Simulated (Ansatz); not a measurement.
```yaml
crystal:
  periodic: [false, false, false]
  atoms:
    - {symbol: C, position_ang: [-0.416405, 0.849481, -1.114667]}
    - {symbol: N, position_ang: [-0.377198, 0.525481, 0.092721]}
    - {symbol: B, position_ang: [0.502962, -0.271322, 0.883067]}
    - {symbol: O, position_ang: [0.254300, -1.567108, 1.197307]}
    - {symbol: h, position_ang: [1.574094, 0.290794, 1.435140]}
    - {symbol: H, position_ang: [-1.212124, 1.502669, -1.487295]}
    - {symbol: H, position_ang: [0.317528, 0.516949, -1.861835]}
    - {symbol: H, position_ang: [-0.550956, -1.904044, 0.799764]}
basis:
  gaussian: {orbitals: def2-SVP}
hamiltonian: {xc: {name: HF}}
correlation: {method: ccsd_t}
```

```sh
$ ansatz run in.yaml --threads 2 --pin off --events-out ev --progress --plain --max-ram 4352MiB
```

Output, abridged:

```
Error: YAML parse error: error: line 8 column 16: `h` is not an element symbol (H … Og, case-exact)
 6 |     - {symbol: B, position_ang: [0.502962, -0.271322, 0.883067]}
 7 |     - {symbol: O, position_ang: [0.254300, -1.567108, 1.197307]}
 8 |     - {symbol: h, position_ang: [1.574094, 0.290794, 1.435140]}
 9 |     - {symbol: H, position_ang: [-1.212124, 1.502669, -1.487295]}
10 |     - {symbol: H, position_ang: [0.317528, 0.516949, -1.861835]}
```

(1) Something in this input is off. What?

Results:

(1) An element symbol is wrong. The input was rejected before any iteration.
